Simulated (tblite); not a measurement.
Run record: tight-binding relaxation, `Fc1cc[c]cc1B(Cl)Cl` [radical].

Computed with GFN2-xTB geometry optimisation, gas phase (tblite 0.8.0). Start geometry: from a force field or distance geometry. The command runs a driver script over a list of jobs; the input below is this job's line of settings and its coordinates in Å.

Command:
```bash
OMP_NUM_THREADS=1 python probes_run.py task.json out
```

Input:
```
{"job": {"kind": "relax", "xc": "GFN2-xTB", "basis": "xTB"}, "charge": 0, "multiplicity": 2}
F      0.321900     2.248500    -0.040700
C     -0.186000     0.976900    -0.031300
C     -1.556200     0.800800    -0.010000
C     -2.059200    -0.473300    -0.003500
C     -1.193000    -1.547900     0.022200
C      0.169500    -1.384200     0.004200
C      0.670700    -0.092000    -0.015400
B      2.219700     0.195700    -0.017700
Cl     2.976300     0.632900     1.587800
Cl     3.148300    -0.208500    -1.527400
H     -2.223300     1.679000    -0.023400
H     -3.136800    -0.595700     0.012800
H      0.843900    -2.231600     0.024700
```

Problem. Give the output.

Solution. 
```
step      E/eV     max force
  0    -799.44997    1.805
  1    -799.61669    1.392
  2    -799.71283    0.808
  3    -799.76152    0.692
  4    -799.77282    0.423
  5    -799.78441    0.276
  6    -799.78984    0.262
  7    -799.79659    0.304
  8    -799.80100    0.233
  9    -799.80386    0.139
... (52 lines left out)
 62    -799.88740    0.023
 63    -799.88747    0.020
 64    -799.88753    0.017
 65    -799.88758    0.020
 66    -799.88762    0.021
 67    -799.88766    0.016
 68    -799.88770    0.013
 69    -799.88772    0.015
 70    -799.88773    0.013
 71    -799.88775    0.009
```

«max force» is the largest atomic force in eV/Å.

Problem. From which step on does the largest force stay under 0.1 eV/Å, and how much energy is left to gain from there?

Solution. From step 40 (0.092 eV/Å), 9.2 meV above the end.

Summary of the converged run: energy lowered by 10.1 kcal/mol over 71 steps; largest atomic force 0.009 eV/Å at the end.

Problem. Where do the atoms end?

Solution. 0.605 Å rms from the input after alignment:
```
atom  x, y, z in Å
F1     0.2275    2.2280    0.4016
C2    -0.2137    0.9751    0.1826
C3    -1.5864    0.7976    0.1576
C4    -2.0989   -0.4724   -0.0845
C5    -1.1914   -1.4744   -0.2792
C6     0.1573   -1.3357   -0.2596
C7     0.7122   -0.0567   -0.0187
B8     2.2645    0.1249    0.0190
Cl9    3.0274    1.5590    0.5666
Cl10   3.2745   -1.1802   -0.4842
H11   -2.2360    1.6443    0.3189
H12   -3.1638   -0.6393   -0.1175
H13    0.8225   -2.1698   -0.4202
```

Time: 0.63 s. Hardware: one thread, Arm Neoverse V1 (aarch64), shared host with 32 logical CPUs at a one-minute load of 36.
Labels such as C1 count atoms from 1, the log's own numbers from 0.
